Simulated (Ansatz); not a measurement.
Stepwise reaction of `C[CH2][Cd][CH2]C` with hydrogen chloride, as a gas-phase model of exchange steps in deposition or etching. ΔE in kJ/mol.

Isolated molecules relaxed with PBE0-D4/def2-TZVP in Ansatz; ΔE leaves out vibrations. CCSD(T)/CBS adds triple-zeta CCSD(T) − MP2 to the extrapolated MP2 energy (def2 sets, frozen cores). This one scheme is used for every species. DFT in def2-TZVPP. B3LYP here is the variant with VWN-RPA as its local correlation; programs differ in this. def2 core potentials past Kr. For Cd outer-core shells are correlated without core-valence functions, which leaves a few kJ/mol of doubt a bond. One conformer a species, not always the lowest.

| step | reaction | PBE-D4 | B3LYP-D4 | ωB97M-V | CCSD(T)/CBS |
| --- | --- | --- | --- | --- | --- |
| 1 | `C[CH2][Cd][CH2]C` + HCl → `C[CH2][Cd][Cl]` + `CC` | -169.9 | -181.2 | -180.8 | -177.8 |

Question: Give the row of step 2, `C[CH2][Cd][Cl]` + HCl → `[Cl][Cd][Cl]` + `CC`. (Best estimate.)

Answer: The calculation gave: 
```
step                                        reaction  PBE-D4  B3LYP-D4  ωB97M-V  CCSD(T)/CBS
   2  `C[CH2][Cd][Cl]` + HCl → `[Cl][Cd][Cl]` + `CC`  -123.5    -134.8   -139.5       -137.5
```

Question: By hand: ΔE of the 2 steps together at CCSD(T)/CBS.

Answer: (-177.8) + (-137.5) = -315.3 kJ/mol, or -157.7 kJ/mol a step.

In ΔE each step is higher than the one before. All are downhill at CCSD(T)/CBS. PBE-D4 differs from CCSD(T)/CBS by 7.9 to 14.0 kJ/mol a step. Isolated molecules leave out the surface, adducts and barriers. Largest T1 diagnostic: 0.013.
